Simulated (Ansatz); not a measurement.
Ansatz results at the PBE0-D4/def2-TZVP geometry: size of the dipole moment (PBE/def2-TZVPP) 0.68 D; HOMO–LUMO gap (B3LYP/def2-TZVPP) 6.53 eV; HOMO–LUMO gap (PBE0/def2-TZVPP) 7.05 eV.

Each molecule was computed in one conformer, which needn't be the lowest.

(1) Which molecule gave them?
A. `N[SiH](O)[SnH3]`
B. `[NH2][SnH2][SiH2]O`
C. `[OH][SnH2][NH][SiH3]`
D. `OC(O)[SiH3]`

## Answers

(1) C. The others give `N[SiH](O)[SnH3]`: 1.12, 6.86, 7.26; `OC(O)[SiH3]`: 0.60, 7.84, 8.33; `[NH2][SnH2][SiH2]O`: 2.24, 6.22, 6.64.

B3LYP here is the variant with VWN-RPA as its local correlation; programs differ in this.
